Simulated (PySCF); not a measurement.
# M06-L on Fe⁺ (iron, charge +1)

Configuration: [Ar] 3d6 4s1, high-spin 6D determinant. Calculation: PySCF 2.14, in pcseg-2 (6s4p3d2f1g, 56 functions); no relativity, point nucleus.

```
Total energy                                                  : -1263.321 hartree
One-electron energy                                           : -1736.899 hartree
Hartree (Coulomb) energy                                      : 528.956 hartree
Exchange-correlation energy                                   : -55.379 hartree
Kinetic energy                                                : 1263.34917 hartree
⟨S²⟩                                                          : 8.7539
⟨L²⟩                                                          : 6.010
Sum of ⟨r⟩                                                    : 18.09 bohr
Sum of ⟨r²⟩                                                   : 24.81 bohr²
Traceless quadrupole moment −½Σ⟨3z² − r²⟩ along its main axis : 0.386 e·bohr²
Density at the nucleus (Gaussians lack the cusp)              : 11800 bohr⁻³
Spin density at the nucleus                                   : 6.64 bohr⁻³
Langevin diamagnetic susceptibility                           : -19.6 ×10⁻⁶ cm³/mol
Time after the integrals                                      : 2.3 s of wall time on 1 thread of Intel(R) Xeon(R) Platinum 8375C CPU @ 2.90GHz (shared host)
```

| shell | electrons | mean orbital energy (hartree) | spread (hartree) | rms radius, mean of both spins (bohr) |
| --- | --- | --- | --- | --- |
| 1s α | 1 | -255.86332 | 0 | 0.0685 |
| 1s β | 1 | -255.85963 | 0 | 0.0685 |
| 2s α | 1 | -30.32094 | 0 | 0.293 |
| 2s β | 1 | -30.21961 | 0 | 0.293 |
| 2p α | 3 | -26.09153 | 0.03180 | 0.262 |
| 2p β | 3 | -26.01634 | 0.01031 | 0.262 |
| 3s α | 1 | -3.91406 | 0 | 0.879 |
| 3s β | 1 | -3.66883 | 0 | 0.879 |
| 3p α | 3 | -2.65428 | 0.06286 | 0.937 |
| 3p β | 3 | -2.42070 | 0.03005 | 0.937 |
| 3d α | 5 | -0.65293 | 0.06688 | 1.26 |
| 3d β | 1 | -0.49771 | 0 | 1.26 |
| 4s α | 1 | -0.46207 | 0 | 2.81 |
